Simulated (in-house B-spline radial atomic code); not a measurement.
Ionising Pt5+ with different functionals

Computed with a B-spline radial code for spherical atoms: four-component Dirac-Coulomb Hamiltonian, Fermi nucleus of rms radius 5.427 fm, spin-restricted, spherical fractional occupations for the functionals. The ionisation energy is the difference of two self-consistent energies, [Xe] 4f14 5d5 → [Xe] 4f14 5d4, without Breit or QED terms; ε is the level of the shell that loses the electron (mean over j). The electron is taken from both j subshells in proportion to 2j + 1, so the result is a j average, not the step between ground levels.

Hybrids are left out here: with spherical fractional occupations of an open shell their exact exchange keeps a self-interaction that integer-occupation calculations don't have.

```
           method  rung  ΔSCF (eV)  -ε(5d) (eV)
         LDA VWN5   LDA      75.64        67.87
 relativistic LDA   LDA      75.65        67.88
         LDA PW92   LDA      75.64        67.86
LDA exchange-only   LDA      73.91        66.15
              PBE   GGA      75.32        67.55
           PBEsol   GGA      75.35        67.58
             BLYP   GGA      75.18        67.41
             RPBE   GGA      75.24        67.47
             PW91   GGA      75.41        67.64
             BP86   GGA      75.42        67.65
             AM05   GGA      75.37        67.60
             OLYP   GGA      75.53        67.73
```

Task: How do they compare with the NIST value?

Result: NIST lists 75 eV ± 2 (tabulated theory, ground level to ground level). Errors run from -1.09 to +0.65 eV; all lie within about twice that uncertainty, so the table can't rank the methods.
